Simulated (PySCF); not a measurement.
**Computed spin Hamiltonian**

C8H8O (charge -1 and doublet state).
Geometry (GFN2-xTB, Å), atoms numbered from 1 in this order:
```
atom  x, y, z in Å
C1    -1.4169    1.8396   -0.8487
C2    -1.1820    0.5749   -0.3994
C3    -2.1501   -0.4631   -0.2384
C4    -1.5148   -1.5922    0.2416
C5    -0.1542   -1.3224    0.3993
C6     0.1006    0.0096    0.0140
C7     1.3503    0.6666    0.0261
C8     2.5416   -0.1781    0.5144
O9     1.5764    1.8421   -0.3145
H10   -0.6198    2.5538   -0.9367
H11   -2.4117    2.1581   -1.1290
H12   -3.2028   -0.3625   -0.4568
H13   -1.9912   -2.5396    0.4624
H14    0.5723   -2.0345    0.7599
H15    2.3747   -0.5144    1.5368
H16    3.4475    0.4262    0.4810
H17    2.6730   -1.0522   -0.1219
```

The hyperfine couplings belong to this conformer and change with its torsions.

The species is `C=C1C=CC=C1[C](C)[O-]` [radical] (charge -1).

The calculation used PySCF, UKS B3LYP, pcH-1 on C H O, non-relativistic, mean-field spin-orbit, GIAO. Whether the extra electron is bound in the gas phase wasn't checked; a finite basis holds it in any case. A GFN2-xTB geometry isn't a minimum of the functional, and hyperfine couplings can be far from their values at a DFT geometry, by a factor of two or more for some ions and for spin on atoms past the first row. The SCF solution wasn't tested for stability.

| Quantity | Value |
| --- | --- |
| g1, g2, g3 | 2.00216, 2.00306, 2.00346 |
| g_iso | 2.00289 |
| Form of g | rhombic: the two nearest values differ by 31 % of g3 − g1 |
| ⟨S²⟩ | 0.7673 (exact 0.7500) |
| HOMO–LUMO gap, α and β orbitals | 3.48, 3.71 eV |
| Basis functions | 305 |

Isotropic coupling and dipolar principal values T1 to T3, in MHz:

| atom | isotope | a_iso | T1 | T2 | T3 | Mulliken spin population |
| --- | --- | --- | --- | --- | --- | --- |
| C1 | 13C | 44.0 | -43.5 | -42.5 | 86.0 | 0.59 |
| C2 | 13C | -31.1 | -14.4 | 5.2 | 9.2 | -0.15 |
| C3 | 13C | 25.6 | -23.5 | -23.1 | 46.6 | 0.30 |
| C4 | 13C | -17.5 | -5.2 | 2.2 | 3.0 | -0.07 |
| C5 | 13C | 16.0 | -19.4 | -18.9 | 38.3 | 0.25 |
| C6 | 13C | 0.4 | -6.4 | -5.9 | 12.3 | 0.06 |
| C7 | 13C | -1.3 | -4.0 | -3.4 | 7.4 | 0.03 |
| C8 | 13C | -2.7 | -0.5 | -0.1 | 0.6 | 0.00 |
| O9 | 17O | -4.6 | -20.5 | 10.0 | 10.5 | 0.06 |
| H10 | 1H | -35.5 | -20.2 | -0.1 | 20.3 | -0.03 |
| H11 | 1H | -33.2 | -20.0 | -0.2 | 20.2 | -0.03 |
| H12 | 1H | -18.9 | -10.3 | -1.2 | 11.5 | -0.01 |
| H13 | 1H | 1.4 | -2.2 | -0.2 | 2.4 | 0.00 |
| H14 | 1H | -16.2 | -10.0 | -0.3 | 10.3 | -0.01 |
| H15 | 1H | 2.6 | -1.5 | -0.7 | 2.1 | 0.00 |
| H16 | 1H | 0.0 | -1.0 | -0.7 | 1.6 | 0.00 |
| H17 | 1H | 2.6 | -1.5 | -0.7 | 2.1 | 0.00 |

Largest spin populations (Mulliken): C1 (+0.59), C3 (+0.30), C5 (+0.25) and C2 (-0.15). Three atoms exceed +0.15. The positive populations add up to 1.30 and the negative ones to -0.30, together 2S = 1. The angles at C1 add up to 360.0°, so it is planar.

The SMILES `C=C1C=CC=C1[C](C)[O-]` draws the unpaired electron on C7, whose computed spin population is only +0.03.

Axes: g2 points within 5° of the C3–C4 bond and g3 points within 15° of the C4–C5 bond.

Under fast tumbling the dipolar parts average out, and these isotropic splittings remain: 1 × 1H (H10, I = 1/2, 2 lines) with 1.27 mT, 1 × 1H (H11, I = 1/2, 2 lines) with 1.18 mT, 1 × 1H (H12, I = 1/2, 2 lines) with 0.67 mT, 1 × 1H (H14, I = 1/2, 2 lines) with 0.58 mT, 3 × 1H (H15/H16/H17, I = 1/2, 4 lines) with 0.06 mT and 1 × 1H (H13, I = 1/2, 2 lines) with 0.05 mT.

Class means assume fast exchange of nuclei equivalent by connectivity; if that motion is slow, each nucleus keeps its own coupling.

The 13C coupling of C1 (44.0 MHz) shows only in satellite lines or after enrichment, since that isotope makes up about 1.07 % of natural carbon.

Examples of negative spin density at the nucleus (bohr⁻³): C2 (-0.0277), C4 (-0.0155) and H10 (-0.0079).

Hardware: one thread, Arm Neoverse V1 (aarch64), no GPU, shared host. Cost: 1.7 min of wall time (grids of density and orbitals included), 1.1 GiB resident at most.
